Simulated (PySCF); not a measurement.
Cl3Pb (SMILES [Cl][Pb-]([Cl])[Cl]), charge -1, singlet, geometry from GFN2-xTB (such geometries of metal compounds can be far from the true shape) (core potentials on Pb); SVWN5/def2-SVP run with PySCF.

PySCF was given this input:
```python
from pyscf import gto, scf, dft

mol = gto.M(
    atom='''
Pb   -0.003618    0.007159    0.424086
Cl    2.271127   -0.563430   -0.653220
Cl   -0.648528    2.226126   -0.725219
Cl   -1.605147   -1.697227   -0.667150
''',
    basis='def2-svp',
    ecp={'Pb': 'def2-svp'},
    charge=-1,
    spin=0,
    verbose=4,
)

mf = dft.RKS(mol)
mf.xc = 'lda,vwn'
mf.kernel()
```

Q: Predict the main parts of the log of this PySCF run.

A: 
```
PySCF version 2.14.0

[INPUT] verbose = 4
[INPUT] num. atoms = 4
[INPUT] num. electrons = 74
[INPUT] charge = -1
[INPUT] spin (= nelec alpha-beta = 2S) = 0
[INPUT] symmetry False subgroup None
[INPUT] Mole.unit = angstrom
[INPUT] Symbol           X                Y                Z      unit          X                Y                Z       unit  Magmom
[INPUT]  1 Pb    -0.003618000000   0.007159000000   0.424086000000 AA   -0.006837029119   0.013528549326   0.801406393262 Bohr   0.0
[INPUT]  2 Cl     2.271127000000  -0.563430000000  -0.653220000000 AA    4.291808024105  -1.064728390364  -1.234406899088 Bohr   0.0
[INPUT]  3 Cl    -0.648528000000   2.226126000000  -0.725219000000 AA   -1.225540304112   4.206768458774  -1.370465290331 Bohr   0.0
[INPUT]  4 Cl    -1.605147000000  -1.697227000000  -0.667150000000 AA   -3.033288219667  -3.207294201217  -1.260730784004 Bohr   0.0

nuclear repulsion = 343.657320869164
number of shells = 34
number of NR pGTOs = 169
number of NR cGTOs = 80
basis = def2-svp
ecp = {'Pb': 'def2-svp'}

******** <class 'pyscf.dft.rks.RKS'> ********
method = RKS
initial guess = minao
damping factor = 0
level_shift factor = 0
DIIS = <class 'pyscf.scf.diis.CDIIS'>
diis_start_cycle = 1
diis_space = 8
diis_damp = 0
SCF conv_tol = 1e-09
SCF conv_tol_grad = None
SCF max_cycles = 50
direct_scf = True
direct_scf_tol = 1e-13
XC library pyscf.dft.libxc version 7.1.2
    S. Lehtola, C. Steigemann, M. J. T. Oliveira, and M. A. L. Marques,  SoftwareX 7, 1–5 (2018)
XC functionals = lda,vwn
    P. A. M. Dirac,  Math. Proc. Cambridge Philos. Soc. 26, 376 (1930)
    F. Bloch,  Z. Phys. 57, 545 (1929)
    S. H. Vosko, L. Wilk, and M. Nusair,  Can. J. Phys. 58, 1200 (1980)
radial grids:
    Treutler-Ahlrichs [JCP 102, 346 (1995); DOI:10.1063/1.469408] (M4) radial grids

becke partition: Becke, JCP 88, 2547 (1988); DOI:10.1063/1.454033
pruning grids: <function nwchem_prune>
grids dens level: 3
symmetrized grids: False
atomic radii adjust function: <function treutler_atomic_radii_adjust>
small_rho_cutoff = 0
Set gradient conv threshold to 3.16228e-05
Initial guess from minao.
tot grids = 79872
init E= -1544.65652003493
  HOMO = -0.619468583863221  LUMO = -0.567697107991084  gap/eV = 1.40877
cycle= 1 E= -1566.31903108664  delta_E= -21.7  |g|= 2.66  |ddm|= 13.7
  HOMO = 0.394637820249992  LUMO = 0.406236620034431  gap/eV = 0.31562
cycle= 2 E= -1550.30167587969  delta_E=   16  |g|= 7.66  |ddm|= 12.4
  HOMO = -0.0201854344816113  LUMO = 0.196457897367758  gap/eV = 5.89517
cycle= 3 E= -1568.17673010814  delta_E= -17.9  |g|= 1.01  |ddm|= 10.2
  HOMO = -0.0134231613534098  LUMO = 0.111359194461707  gap/eV = 3.39550
cycle= 4 E= -1568.40659502697  delta_E= -0.23  |g|= 0.734  |ddm|= 2.37
  HOMO = -0.0616989524100355  LUMO = 0.0884364847793848  gap/eV = 4.08539
cycle= 5 E= -1568.57430416568  delta_E= -0.168  |g|= 0.0949  |ddm|=  1.1
  HOMO = -0.0534624421404738  LUMO = 0.094374125684475  gap/eV = 4.02284
cycle= 6 E= -1568.57623136765  delta_E= -0.00193  |g|= 0.046  |ddm|= 0.191
  HOMO = -0.0557249825101037  LUMO = 0.0924847117692419  gap/eV = 4.03299
cycle= 7 E= -1568.57690894395  delta_E= -0.000678  |g|= 0.00304  |ddm|= 0.0708
  HOMO = -0.0559110313550594  LUMO = 0.0924573158627066  gap/eV = 4.03731
cycle= 8 E= -1568.57691128511  delta_E= -2.34e-06  |g|= 0.00106  |ddm|= 0.0061
  HOMO = -0.0559091605572728  LUMO = 0.0924676028378865  gap/eV = 4.03754
cycle= 9 E= -1568.57691170378  delta_E= -4.19e-07  |g|= 0.000167  |ddm|= 0.00149
  HOMO = -0.0559077239760971  LUMO = 0.0924767442146769  gap/eV = 4.03775
cycle= 10 E= -1568.57691171528  delta_E= -1.15e-08  |g|= 3.82e-05  |ddm|= 0.000405
  HOMO = -0.0559083701628788  LUMO = 0.0924751738202734  gap/eV = 4.03772
cycle= 11 E= -1568.576911716  delta_E= -7.17e-10  |g|= 2.76e-06  |ddm|= 9.03e-05
  HOMO = -0.0559084728695139  LUMO = 0.092474778449827  gap/eV = 4.03771
Extra cycle  E= -1568.57691171599  delta_E= 9.09e-12  |g|= 5.52e-06  |ddm|= 1.35e-05
converged SCF energy = -1568.57691171599
```
